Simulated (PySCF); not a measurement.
Species: CF3C(O)Cl, C2ClF3O.
Numbering: `[O:1]=[C:2]([Cl:3])[C:4]([F:5])([F:6])[F:7]`

Geometry (PBE0-D3(BJ)/def2-TZVP, Å), atoms numbered from 1 in this order:
```
atom  x, y, z in Å
O1     1.3389    1.2055   -0.5634
C2     0.8753    0.2487   -0.0601
Cl3    1.7973   -0.9683    0.7792
C4    -0.6427   -0.0636   -0.0511
F5    -1.1037    0.0083    1.1941
F6    -0.8749   -1.2821   -0.5231
F7    -1.2852    0.8152   -0.7980
```

The closed-shell ground state was solved at several levels (PySCF, density fitting, gas phase, non-relativistic). Geometry: PBE0-D3(BJ)/def2-TZVP; no solvent, vibrations or thermal averaging.

| level | basis functions | HOMO (eV) | LUMO (eV) | gap (eV) | dipole (D) |
| --- | --- | --- | --- | --- | --- |
| wB97X-D/pcSseg-2 | 259 | -11.45 | -0.43 | 11.02 | 0.87 |
| KT3/pcSseg-2 | 259 | -8.12 | -3.34 | 4.78 | 0.81 |
| PBE0/pcSseg-2 | 259 | -9.58 | -2.32 | 7.26 | 0.88 |

Estimate the row for B97-2/pcSseg-2, a basis of 259 functions; the other rows only guide the guess.

HOMO -9.29 eV, LUMO -2.39 eV, gap 6.90 eV, dipole 0.87 D.

Over all these levels, which gives the widest orbital gap and which the narrowest?

wB97X-D/pcSseg-2 (range-separated hybrid) has the widest, 11.02 eV, and KT3/pcSseg-2 (GGA) the narrowest, 4.78 eV. From the narrowest to the widest the HOMO moves by -3.33 eV and the LUMO by +2.91 eV.

In the pcSseg-2 basis, how does the gap go with the fixed share of exact exchange?

KT3 (0 %) 4.78 eV; B97-2 (21 %) 6.90 eV; PBE0 (25 %) 7.26 eV. Each rise in the share widens the gap here.

How far do the dipole and the HOMO energy spread over the levels?

The dipole runs from 0.81 to 0.88 D (mean 0.86 D) and the HOMO from -11.45 to -8.12 eV.
